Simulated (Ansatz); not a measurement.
Method: frozen-core CCSD(T)/cc-pVDZ // B3LYP-D3(BJ)/def2-SVP (Ansatz, a first-principles code). The restricted HF reference is unstable towards unrestricted orbitals.

Ansatz 0.2 input:
```yaml
crystal:
  periodic: [false, false, false]
  atoms:
    - { symbol: O, position_ang: [3.986099, -0.263392, -0.06067] }
    - { symbol: C, position_ang: [2.813147, -0.162009, -0.327177] }
    - { symbol: Si, position_ang: [1.394053, -0.593405, 0.92599] }
    - { symbol: C, position_ang: [0.171452, -1.744516, 0.088115] }
    - { symbol: C, position_ang: [-0.939808, -1.02218, -0.180301] }
    - { symbol: C, position_ang: [-0.938911, 0.388455, 0.288907] }
    - { symbol: C, position_ang: [-2.152527, 1.236495, 0.015229] }
    - { symbol: F, position_ang: [-2.026083, 2.482167, 0.488274] }
    - { symbol: F, position_ang: [-2.388457, 1.32207, -1.308108] }
    - { symbol: F, position_ang: [-3.250881, 0.694116, 0.574227] }
    - { symbol: C, position_ang: [0.162228, 0.827502, 0.939226] }
    - { symbol: H, position_ang: [2.483852, 0.190433, -1.346306] }
    - { symbol: H, position_ang: [1.977165, -1.00554, 2.226784] }
    - { symbol: H, position_ang: [0.276788, -2.786133, -0.220345] }
    - { symbol: H, position_ang: [-1.812565, -1.414692, -0.711394] }
    - { symbol: H, position_ang: [0.244462, 1.850636, 1.307443] }
basis:
  gaussian: { orbitals: cc-pVDZ }
correlation:
  method: ccsd_t
```

Output:

```
Functional definition: HF
1704 factors; integrals over basis functions are off by at most 1.1e-3 eV
mean field evaluation 1: about -24270.6507 eV, gradient 5.7e1 eV
mean field evaluation 2: about -24271.0575 eV, gradient 5.7e1 eV
mean field evaluation 4: about -24278.4745 eV, gradient 6.3e0 eV
mean field evaluation 8: about -24278.6417 eV, gradient 5.9e-1 eV
mean field evaluation 16: about -24278.6450 eV, gradient 4.1e-6 eV
mean field -24278.64503382 eV, -892.2237483362 hartree, gradient 4.1e-6 eV, S^2 0.000000; 0 other end points of the search recorded, 0 dependent functions left out; unrestricted orbitals would lower it
15 core orbitals not correlated
reference -24278.64503382 eV, -892.2237483362 hartree; 30, 30 occupied and 138, 138 virtual orbitals, 1704 factors
second order -43.45172006 eV of doubles, -0.00000000 eV of singles
cycle   1  -43.57216846 eV  change   -1.2e-1 eV  update   1.6e-1
cycle   2  -44.70127987 eV  change    -1.1e0 eV  update   5.1e-2
cycle   3  -45.00637441 eV  change   -3.1e-1 eV  update   2.9e-2
cycle   4  -45.00509364 eV  change    1.3e-3 eV  update   8.2e-3
cycle   5  -44.99844494 eV  change    6.6e-3 eV  update   5.2e-3
cycle   6  -45.00133799 eV  change   -2.9e-3 eV  update   1.8e-3
cycle   7  -45.00148653 eV  change   -1.5e-4 eV  update   9.9e-4
cycle   8  -45.00098457 eV  change    5.0e-4 eV  update   5.0e-4
cycle   9  -45.00087369 eV  change    1.1e-4 eV  update   2.2e-4
cycle  10  -45.00105457 eV  change   -1.8e-4 eV  update   9.0e-5
cycle  11  -45.00093848 eV  change    1.2e-4 eV  update   3.1e-5
cycle  12  -45.00094529 eV  change   -6.8e-6 eV  update   1.4e-5
perturbative correction -1.49336552 eV, -0.0548801707 hartree
Total energy: -24325.13934464 eV, -893.9323827437 hartree
```

Cost: around 10 core-minutes (rough).
